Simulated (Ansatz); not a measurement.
The same path of CH₃NOSe (7 atoms, charge 0, multiplicity 1) was run twice with different band settings. The coordinate that changes most is the dihedral Se4–C2–O3–H7.

The calculation used RKS PBE0-D4/def2-SVP (Ansatz).

Relaxed end points:

```xyz
7
Properties=species:S:1:pos:R:3
N -0.460 0.934 0.059
C 0.060 -0.274 -0.164
O 0.848 -0.671 0.830
Se -0.244 -1.285 -1.628
H -1.076 1.337 -0.631
H -0.241 1.440 0.908
H 1.175 -1.549 0.579
```

```xyz
7
Properties=species:S:1:pos:R:3
N -0.477 0.696 0.143
C 0.096 -0.409 -0.379
O 0.958 -1.045 0.410
Se -0.279 -1.023 -2.023
H -1.095 1.221 -0.461
H -0.102 1.168 0.959
H 0.961 -0.677 1.305
```

Common settings: movable images 5; climbing image yes; spring 5.0 eV/Å²; start path IDPP; force threshold 0.05 eV/Å; iteration limit 60; end points relaxed.

| run | optimiser | largest step |
| --- | --- | --- |
| 1 | quadratic models (default) | default |
| 2 | fire | 0.02 Å |

Problem. What does each run give, and how far can it be trusted?

Solution. Run 1: converged after 7 iterations, highest image 0.617 eV above the first end. A vibrational analysis at the climbing image gives one clearly imaginary mode, 502i cm⁻¹: a first-order saddle point.
Run 2: converged after 25 iterations, highest image 0.617 eV above the first end. Another band between the same ends (5 images) ends at a top of the same energy, where a vibrational analysis finds 1 clearly imaginary mode.
